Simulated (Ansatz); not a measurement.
Reaction (homolysis of the I–Si bond): `F[Si](F)(Cl)I` → I• + `F[Si](F)Cl`•

Gas-phase electronic energies from Ansatz, PBE0-D4/def2-TZVP geometries. CCSD(T)/CBS adds triple-zeta CCSD(T) − MP2 to the extrapolated MP2 energy (def2 sets, frozen cores). DFT in def2-TZVPP. Open shells (•) are unrestricted, without spin–orbit coupling. Spin–orbit coupling would lower the free atoms: strongly for I. def2 core potentials past Kr. Bonds to I are less sure, by a few kJ/mol each and by 10 to 20 or more in all where they break to atoms, as the def2 sets lack core-valence functions.

`F[Si](F)(Cl)I`:

Cartesian coordinates in Å:
```
F 1.481 -0.637 -0.333
Si 0.081 -0.053 0.085
F 0.217 0.485 1.558
Cl -1.273 -1.543 0.065
I -0.506 1.748 -1.376
```

`F[Si](F)Cl`•:

Cartesian coordinates in Å:
```
F -0.508 -0.342 1.411
Si 0.434 -0.034 0.174
F 0.312 -1.265 -0.817
Cl -0.238 1.641 -0.767
```

```
             level  ΔE (kJ/mol)  difference from CCSD(T)/CBS
            PBE-D4        348.0                        -20.0
         r2SCAN-D4        342.3                        -25.7
        r2SCAN0-D4        340.0                        -28.0
          BHLYP-D4        337.1                        -30.9
           ωB97M-V        352.2                        -15.8
          PBE-QIDH        354.7                        -13.3
              PBE0        340.2                        -27.8
           r2SCANh        339.0                        -29.0
       HF/def2-SVP        235.7                       -132.3
  CCSD(T)/def2-SVP        318.8                        -49.2
     HF/def2-TZVPP        240.0                       -128.0
    MP2/def2-TZVPP        364.0                         -4.0
SCS-MP2/def2-TZVPP        351.7                        -16.3
SCS-MP2/def2-QZVPP        365.0                         -3.0
      HF/CBS(def2)        239.5                       -128.5
     MP2/CBS(def2)        386.5                         18.5
       CCSD(T)/CBS        368.0                            0
```

Largest T1 diagnostic among the species: 0.013.

The D4 term adds +16.8 kJ/mol with B3LYP and +8.8 kJ/mol with PBE0; it sums over pairs of atoms, weighted by their polarisabilities, and B3LYP, whose exchange is more repulsive, gets the larger term. At CCSD(T), def2-SVP lies −49.2 kJ/mol from the extrapolated value and def2-TZVPP −22.4 kJ/mol: correlation converges slowly with the basis, and small sets miss more of it in the bonded molecule than in its fragments.

B3LYP here is the variant with VWN-RPA as its local correlation; programs differ in this.

CCSD(T)/CBS has its own doubt, a few kJ/mol and more with outer-core shells, so smaller differences from it don't rank the levels.
